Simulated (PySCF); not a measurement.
Input for PySCF: R-B3LYP/6-311+G** on C2H2 (SMILES C#C).

```python
from pyscf import gto, scf, dft, mp
from pyscf.data.elements import chemcore

mol = gto.M(
    atom='''
    C     0.02561728    0.01260885    3.34210437
    C     0.04093513    0.02087484    4.53947933
    H     0.01305000    0.00393898    2.27684715
    H     0.05352160    0.02957627    5.60192430
    ''',
    basis='6-311+g**',
    charge=0, spin=0, verbose=3, max_memory=1800)
mf = dft.RKS(mol, xc='b3lyp')
mf.conv_tol = 1e-8
mf.max_cycle = 100
mf.kernel()
if not mf.converged:
    mf = mf.newton().run(mf.mo_coeff, mf.mo_occ)
```

Program output:

```
converged SCF energy = -77.3566348477736
```

The run converged.

Cost: roughly 1.3 core-seconds.
